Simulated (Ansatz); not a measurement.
CH$_{5}$FSSn (`[CH3][SnH]([F])[SH]`), relaxed with RKS PBE-D4/def2-SVP in the Gaussian-basis code of Ansatz from a rough embedded geometry. The force threshold is 0.03 eV/Å; the program also tests the step.

Charge 0, multiplicity 1. Sn takes the def2 core potential.

Start:

```xyz
9

C     0.406    1.174    0.458
Sn   -0.687   -0.584    0.143
F    -2.077   -0.218   -1.121
S     0.678   -2.289   -0.742
H     1.277    0.996    1.189
H     0.916    1.529   -0.531
H    -0.211    2.008    0.829
H    -1.413   -1.066    1.650
H     1.110   -1.551   -1.875
```

Problem. How much energy does the relaxation release, and in how many steps? (An estimate is asked.)

Solution. Computed: 26.96 kJ/mol, in 8 steps, 1 of them rejected.

Problem. Which bonds change most? (An estimate is asked.)

Solution. The calculation gave: Sn2–S4 from 2.356 to 2.434 Å; C1–Sn2 from 2.094 to 2.156 Å; C1–H6 from 1.168 to 1.106 Å; S4–H9 from 1.420 to 1.364 Å.

Problem. Give the relaxed structure. (Estimate.)

Solution. Computed: 
```xyz
9

C     0.467    1.226    0.415
Sn   -0.683   -0.585    0.200
F    -2.142   -0.106   -1.032
S     0.608   -2.370   -0.835
H     1.289    1.057    1.137
H     0.885    1.502   -0.571
H    -0.195    2.034    0.777
H    -1.460   -1.257    1.589
H     1.232   -1.501   -1.680
```
